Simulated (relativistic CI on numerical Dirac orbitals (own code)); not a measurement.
## Crystal-field levels of Fe⁴⁺, 3d4

Calculated by Dirac-Coulomb-Breit CI, orbitals from a KLI potential per configuration, model QED (radiative potential, 1s self-energy scaled to tabulated hydrogen-like ionisation energies), valence Slater integrals scaled by 0.85, one configuration in a parametric crystal field (own radial code).

Field parameters in Wybourne normalisation: D3d B²₀ = −7Dσ, B⁴₀ = −14Dq − 21Dτ, B⁴₃ = −14√(10/7) Dq; D4h B²₀ = −7Ds, B⁴₀ = 21(Dq − Dt), B⁴₄ = 21√(5/14) Dq; Oh B⁴₀ = 21Dq, B⁴₄ = √(5/14) B⁴₀; Td as Oh with Dq negative (B⁴₀ = 21Dq, B⁴₄ = √(5/14) B⁴₀). The field is a parameter set, without covalency.

S and J are read from ⟨S²⟩ = S(S + 1) and ⟨J²⟩ = J(J + 1) of each level; they are not fictitious spins.

Td, 10Dq = -7400 cm⁻¹, the lowest 10 levels:

```json
{"E (cm⁻¹)": "0.0", "Degeneracy": "1", "Irrep": "A1", "S": "2.00", "J": "2.10"}
{"E (cm⁻¹)": "42.1", "Degeneracy": "3", "Irrep": "T1", "S": "2.00", "J": "2.23"}
{"E (cm⁻¹)": "79.2", "Degeneracy": "3", "Irrep": "T2", "S": "2.00", "J": "2.35"}
{"E (cm⁻¹)": "418", "Degeneracy": "2", "Irrep": "E", "S": "2.00", "J": "3.17"}
{"E (cm⁻¹)": "440", "Degeneracy": "3", "Irrep": "T1", "S": "2.00", "J": "3.23"}
{"E (cm⁻¹)": "681", "Degeneracy": "3", "Irrep": "T2", "S": "2.00", "J": "3.74"}
{"E (cm⁻¹)": "7731", "Degeneracy": "1", "Irrep": "A2", "S": "2.00", "J": "3.00"}
{"E (cm⁻¹)": "7736", "Degeneracy": "3", "Irrep": "T2", "S": "2.00", "J": "3.06"}
{"E (cm⁻¹)": "7740", "Degeneracy": "2", "Irrep": "E", "S": "2.00", "J": "3.11"}
{"E (cm⁻¹)": "7744", "Degeneracy": "3", "Irrep": "T1", "S": "2.00", "J": "3.16"}
```

D3d, 10Dq = 20400, Dσ = 260, Dτ = 110 cm⁻¹, the lowest 10 levels:

| E (cm⁻¹) | Degeneracy | Irrep | S | J |
| --- | --- | --- | --- | --- |
| 0.0 | 1 | A1 | 1.99 | 2.94 |
| 33.5 | 2 | E | 1.99 | 2.96 |
| 38.7 | 1 | A2 | 1.99 | 2.94 |
| 69.7 | 2 | E | 1.99 | 2.96 |
| 91.6 | 1 | A1 | 2.00 | 2.98 |
| 96.3 | 2 | E | 2.00 | 2.98 |
| 120 | 1 | A2 | 2.00 | 3.00 |
| 5261 | 1 | A1 | 1.02 | 4.25 |
| 5333 | 2 | E | 1.02 | 4.17 |
| 6548 | 1 | A2 | 1.01 | 4.34 |

Oh, 10Dq = 21050 cm⁻¹, the lowest 16 levels:

```csv
E (cm⁻¹),Degeneracy,Irrep,S,J
0.0,1,A1,1.99,2.94
36.1,3,T1,1.99,2.95
70.7,2,E,1.99,2.97
96.3,3,T2,2.00,2.98
122,1,A2,2.00,3.00
5630,1,A1,1.02,4.51
5879,3,T1,1.02,4.33
6269,3,T2,1.00,3.92
6298,2,E,1.01,3.89
18411,3,T2,0.04,4.71
20075,2,E,0.07,5.03
20824,1,A1,1.98,2.53
20858,3,T1,1.98,2.46
20886,3,T2,1.99,2.40
21210,3,T1,1.98,3.30
21210,2,E,1.97,3.35
```

D3d, 10Dq = 31050, Dσ = 230, Dτ = 380 cm⁻¹, the lowest 10 levels:

```csv
E (cm⁻¹),Degeneracy,Irrep,S,J
0.0,1,A1,1.01,4.14
43.8,2,E,1.01,4.10
3122,1,A2,1.03,4.28
3142,1,A1,1.02,4.20
3407,2,E,1.02,4.04
3661,2,E,1.01,3.85
7390,1,A2,2.00,3.00
7402,2,E,2.00,2.96
7409,1,A1,2.00,2.99
7433,2,E,1.99,2.99
```

D4h, 10Dq = 14600, Ds = -1070, Dt = 1130 cm⁻¹, the lowest 16 levels:

```tsv
E (cm⁻¹)	Degeneracy	Irrep	S	J
0.0	1	A1	2.00	2.89
0.9	1	A2	2.00	2.89
21.6	2	E	2.00	2.92
28.7	1	B1	2.00	2.93
1323	1	A1	2.00	2.70
1340	2	E	2.00	2.75
1393	1	B2	2.00	2.91
1394	1	B1	2.00	2.91
5555	2	E	2.00	2.48
5656	1	A2	2.00	2.72
5696	1	A1	2.00	3.02
5793	2	E	2.00	3.16
5893	1	B2	2.00	3.32
5919	1	B1	2.00	3.42
6019	2	E	2.00	3.54
13133	1	A1	1.00	4.03
```

The free-ion ground term has S = 2. The field overcomes the spin-pairing energy for D3d, 10Dq = 31050, Dσ = 230, Dτ = 380 cm⁻¹, where the ground state has lower spin; these fields are assumed values.

Levels of this model without a field, named by their leading LS term: ⁵D0 0, ⁵D1 138, ⁵D2 403, ⁵D3 778, ⁵D4 1243, ³H4 22796, ³H5 23061, ³H6 23333 cm⁻¹.
